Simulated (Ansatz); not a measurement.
```xyz
9

O    -1.4949    1.5619    0.7572
Sn    0.0619    1.0745   -0.3531
Si    0.5018   -1.4478   -0.0680
Cl   -1.0212   -2.5217   -0.9451
H    -1.3309    1.4717    1.6982
H     1.3958    2.0191    0.1679
H    -0.4403    1.5104   -1.9189
H     0.5493   -1.8129    1.3708
H     1.7784   -1.8552   -0.7091
```

The species carries charge 0 and has multiplicity 1. Sn takes the def2 core potential.

Q: List the ωB97M-V/def2-TZVPP orbital energies in eV (Ansatz 0.2.0). (An estimate is asked.)

A: Ansatz gave: Occupied: -2772.05, -1808.25, -525.60, -262.45, -199.92, -199.80, -199.80, -149.24, -143.26, -103.39, -103.33, -103.32, -97.84, -97.82, -97.81, -31.92, -31.44, -31.40, -31.33, -31.33, -29.19, -25.97, -18.39, -17.00, -14.82, -13.45, -13.38, -12.54, -12.06, -11.67, -11.37, -11.10, -9.73. Lowest empty: 0.61, 1.03, 1.31, 2.37, 2.67, 2.88, 3.36, 3.78.
